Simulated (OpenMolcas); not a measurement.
**O3+: terms and fine structure**

* Program: OpenMolcas 26.06
* Method: XMS-RASPT2, IPEA 0.25 Eh, imaginary shift 0.1 Eh (closed shells correlated: 1s)
* Basis: ANO-RCC-VTZP [4s3p2d1f]
* Scalar Hamiltonian: DKH2, point nucleus
* Active space: 3 electrons in 9 orbitals (RAS2 2s 2p; RAS3 3d, at most 2 electrons)
* State averaging: 2S+1 = 4 odd, 1 root; 2S+1 = 2 odd, 11 roots; 2S+1 = 4 even, 3 roots; 2S+1 = 2 even, 9 roots
* Spin-orbit coupling: state interaction with AMFI integrals over the reference wave functions, term energies averaged over their components

With spin-orbit coupling, above the lowest level:

| Configuration | Term | J | E (eV) | Measured (eV) | g | Term weight % |
| --- | --- | --- | --- | --- | --- | --- |
| 2s² 2p | ²P° | 1/2 | 0.0000 | 0.0000 | 0.666 | 100 |
| 2s² 2p | ²P° | 3/2 | 0.0445 | 0.0478 | 1.334 | 100 |
| 2s 2p² | ⁴P | 1/2 | 8.815 | 8.8574 | 2.671 | 100 |
| 2s 2p² | ⁴P | 3/2 | 8.832 | 8.8736 | 1.735 | 100 |
| 2s 2p² | ⁴P | 5/2 | 8.858 | 8.8965 | 1.601 | 100 |
| 2s 2p² | ²D | 3/2 | 15.885 | 15.7398 | 0.800 | 100 |
| 2s 2p² | ²D | 5/2 | 15.886 | 15.7381 | 1.200 | 100 |
| 2s 2p² | ²S | 1/2 | 20.689 | 20.3788 | 2.002 | 100 |
| 2s 2p² | ²P | 1/2 | 22.624 | 22.3768 | 0.666 | 100 |
| 2s 2p² | ²P | 3/2 | 22.655 | 22.4069 | 1.334 | 100 |
| 2p³ | ⁴S° | 3/2 | 28.777 | 28.7070 | 2.002 | 100 |
| 2p³ | ²D° | 3/2 | 31.830 | 31.6389 | 0.800 | 100 |
| 2p³ | ²D° | 5/2 | 31.830 | 31.6353 | 1.200 | 100 |
| 2p³ | ²P° | 1/2 | 36.179 | 35.8333 | 0.666 | 100 |
| 2p³ | ²P° | 3/2 | 36.181 | 35.8343 | 1.334 | 100 |

Against the 14 measured excited levels shown (Moore, Selected Tables of Atomic Spectra, NSRDS-NBS 3, section 10) the mean absolute deviation is 1400 cm-1; the largest miss in energy is 2p³ ²P°_3/2: computed 36.181, measured 35.8343 eV (+1.0 %), and the largest in proportion 2s² 2p ²P°_3/2 (-7.0 %).

Spin-orbit coupling puts the lowest level 0.0297 eV below the lowest spin-free term.

Active for correlation alone: 3d; no level in the range computed is led by a configuration that fills it, so any true level of that kind is missing. Computed and measured levels are paired by configuration, term and J; levels that our copy of the source lacks, or whose pairing is in doubt (as where it misses far off the trend of its configuration), stay unpaired and out of the deviations. Levels of configurations outside the active space are missing. The first state left out of the spin-orbit step lies near 740000 cm-1 above the lowest spin-free state of the reference (among the parities and spins computed), and the list stops at four fifths of that energy or lower.

The term weight is that of the spin-free term in the level, not the purity of its configuration. ° marks odd parity.
